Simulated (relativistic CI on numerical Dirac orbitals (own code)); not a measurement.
**W⁴⁺: O2,3 absorption edge**

Computed with this model: Dirac-Coulomb-Breit CI, orbitals from a KLI potential per configuration, model QED (radiative potential, 1s self-energy scaled to tabulated hydrogen-like ionisation energies), valence Slater integrals scaled by 0.9, multiplet model of core-to-valence dipole absorption; configurations [Xe] 4f14 5d2 → [Kr] 4d10 4f14 5s2 5p5 5d3; 300 K; Lorentzian 0.6 eV and Gaussian 0.3 eV FWHM. Energies are those of the free ion, without screening or charge transfer. The branching ratio is the share of the lower-energy edge in the whole absorption, uncertain by about 0.02 where the edges overlap. S is read from ⟨S²⟩ = S(S + 1).

Field parameters in Wybourne normalisation: Td as Oh with Dq negative (B⁴₀ = 21Dq, B⁴₄ = √(5/14) B⁴₀). The field is a parameter set, without covalency.

free ion: ground-state S = 0.95, centroid 50.03 eV. Peaks (eV, height): 43.7 (66), 45.1 (61), 47.2 (57), 48.4 (16), 49.2 (23), 51.1 (17), 53.3 (100), 55.0 (13), 56.0 (18), 57.5 (79), 60.0 (8).

Td, 10Dq = -3800 cm⁻¹: ground-state S = 0.97, centroid 50.23 eV. Peaks (eV, height): 43.6 (70), 45.3 (58), 47.3 (55), 48.6 (19), 49.4 (22), 51.4 (38), 53.6 (100), 55.4 (25), 56.4 (40), 57.7 (72), 60.3 (6).

Td, 10Dq = -8550 cm⁻¹: ground-state S = 0.98, centroid 50.58 eV. Peaks (eV, height): 39.4 (6), 43.6 (100), 45.5 (64), 47.4 (58), 50.1 (28), 51.7 (75), 54.2 (99), 55.5 (84), 57.0 (90), 58.2 (55).

Td, 10Dq = -13250 cm⁻¹: ground-state S = 0.99, centroid 50.84 eV. Peaks (eV, height): 39.1 (6), 39.7 (6), 43.7 (97), 45.8 (46), 47.9 (39), 49.5 (26), 50.4 (27), 52.2 (64), 53.2 (53), 55.0 (81), 55.6 (100), 57.6 (77), 59.8 (16).

Td, 10Dq = -18000 cm⁻¹: ground-state S = 0.99, centroid 51.03 eV. Peaks (eV, height): 43.9 (83), 45.1 (32), 45.8 (30), 46.4 (27), 47.3 (19), 49.0 (22), 50.3 (25), 50.9 (21), 52.2 (43), 53.0 (50), 54.1 (44), 55.8 (100), 57.6 (44), 58.1 (43), 60.9 (6).

Strongest unbroadened transitions for free ion:

```
Energy (eV)  Relative strength
      42.76                6.3
      43.15               16.3
      43.71               59.3
      44.38               21.5
      44.81                6.7
      45.15               50.7
      46.55                7.1
      47.21               56.9
      48.51                6.9
      49.22               20.5
      51.83                6.6
      52.56               24.4
      53.33              100.0
      53.77               16.3
      55.07                5.6
      55.92               10.4
      57.50               85.4
      60.02                6.7
```
